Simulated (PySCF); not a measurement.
**A single-point calculation**

Pb(CH3)2Cl2 (singlet). PySCF 2.14.0, RKS B3LYP, Pb def2-SVP with ECP60, C def2-SVP, H def2-SVP, Cl def2-SVP; non-relativistic Hamiltonian with scalar-relativistic core potentials where named; density fitting; no spin-orbit coupling. Purpose: singlet excitations, Tamm-Dancoff B3LYP.

```python
mol = gto.M(atom='''
Pb    -0.00000     0.00000     0.25654
C      1.49628     1.49984     1.02664
H      2.10410     1.73592     0.13399
H      0.93208     2.37919     1.38551
H      2.10118     1.02478     1.81964
C     -1.49628    -1.49984     1.02664
H     -2.10410    -1.73592     0.13399
H     -0.93208    -2.37919     1.38551
H     -2.10118    -1.02478     1.81964
Cl     1.41932    -1.41722    -1.21006
Cl    -1.41932     1.41722    -1.21006''',
    basis={'Pb': 'def2-SVP', 'C': 'def2-SVP', 'H': 'def2-SVP', 'Cl': 'def2-SVP'},
    ecp={'Pb': 'def2-SVP'},
    charge=0, spin=0)
mf = dft.RKS(mol, xc='B3LYP')
mf.grids.atom_grid = (50, 194)
mf = mf.density_fit()  # fitting sets: Pb def2-universal-JKFIT, C def2-universal-JKFIT, H def2-universal-JKFIT, Cl def2-universal-JKFIT
mf.conv_tol = 1e-08; mf.max_cycle = 55
mf.kernel(dm0)  # dm0: converged density of the relaxed state
td = mf.TDA(); td.nstates = 8; td.kernel()
```

Run from Python with OMP_NUM_THREADS=2; the lines above give its settings. Where DIIS fails, smearing, a level shift and second-order steps follow.
It took 64 s on 2 threads of Arm Neoverse V1, on a shared host, from an already converged density.

**Question.** Where do the frontier levels lie, over both spins?

**Answer.** HOMO -7.56 eV, LUMO -2.31 eV. 

**Question.** What are the Mulliken charges and spins?

**Answer.** 
```csv
atom,charge (e),spin (e)
Pb1,0.629,0.000
C2,-0.236,0.000
H3,0.097,0.000
H4,0.085,0.000
H5,0.078,0.000
C6,-0.236,0.000
H7,0.097,0.000
H8,0.085,0.000
H9,0.078,0.000
Cl10,-0.338,0.000
Cl11,-0.338,0.000
```

**Question.** Which singlet excitations follow (Tamm-Dancoff, 8 states)?

**Answer.** 
| state | eV | oscillator strength |
| --- | --- | --- |
| 1 | 4.47 | 0.0101 |
| 2 | 4.51 | 0.0000 |
| 3 | 4.59 | 0.0535 |
| 4 | 4.62 | 0.0198 |
| 5 | 5.99 | 0.0253 |
| 6 | 5.99 | 0.0944 |
| 7 | 6.04 | 0.0001 |
| 8 | 6.27 | 0.0000 |
Functionals without range separation put charge-transfer states too low; the basis has no diffuse functions.

The geometry was relaxed with BP86 (Pb def2-SVP with ECP60, C def2-SVP, H def2-SVP, Cl def2-SVP).
